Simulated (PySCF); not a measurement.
B(H)(OH)(OEt), SMILES C(OBO)C (C2H7BO2) (B3LYP/def2-SVP optimised geometry):

```
12

B     -0.687     0.472     0.000
H     -1.245     1.545     0.000
O     -1.379    -0.705     0.004
H     -2.333    -0.575     0.021
O      0.664     0.472     0.000
C      1.445    -0.721    -0.001
C      1.865    -1.103    -1.413
H      2.333    -0.517     0.619
H      0.884    -1.545     0.470
H      2.404    -0.273    -1.896
H      2.530    -1.982    -1.391
H      0.988    -1.353    -2.031
```

Computed with B3LYP/def2-TZVP in PySCF 2.14.0.

Q: What are the frontier orbital energies and the dipole moment?

A: HOMO-2 -9.25 eV, HOMO-1 -8.56 eV, HOMO -8.27 eV, LUMO 0.52 eV, LUMO+1 0.71 eV; dipole moment 1.21 D.

On the same geometry PBE/def2-TZVP (PySCF) gives HOMO-2 -7.89 eV, HOMO-1 -7.22 eV, HOMO -6.99 eV, LUMO -0.01 eV, LUMO+1 0.10 eV; dipole moment 1.21 D.

Meta-Löwdin charges at B3LYP/def2-TZVP: B1 0.34, H2 -0.02, O3 -0.53, H4 0.36, O5 -0.38, C6 0.02, C7 -0.33, H8 0.11, H9 0.10, H10 0.11, H11 0.11, H12 0.11.
